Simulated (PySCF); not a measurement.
**Te⁻ (tellurium, charge -1) across methods**

[Kr] 4d10 5s2 5p5, 2P determinant. Computed with PySCF 2.14 in x2c-QZVPPall with one added diffuse shell each of s, p, d, f type (14s10p8d5f1g, 128 functions), with the spin-free X2C one-electron Hamiltonian (Gaussian nucleus).

```tsv
method	E (hartree)	mean ε 5s β (eV)	mean ε 5p α (eV)	mean ε 5p β (eV)	Σ⟨r²⟩ (bohr²)	⟨S²⟩
LDA	-6787.54	-8.145	0.090	0.600	83.29	0.752
BHandHLYP	-6793.85	-10.587	-1.498	-0.880	82.02	0.755
r2SCAN0	-6793.85	-9.390	-0.914	-0.241	81.48	0.758
PBE0	-6793.51	-9.219	-0.734	-0.121	82.11	0.755
UHF	-6790.98349	-12.571	-3.000	-2.069	82.12	0.764
r2SCAN	-6793.87	-8.043	-0.043	0.578	82.13	0.758
PBE	-6793.43	-7.849	0.185	0.721	83.71	0.754
TPSS	-6793.56	-7.854	0.158	0.701	82.70	0.754
```

The highest occupied level is positive at LDA, r2SCAN, PBE, TPSS: only the finite basis holds that electron, which in a density functional comes from self-interaction.
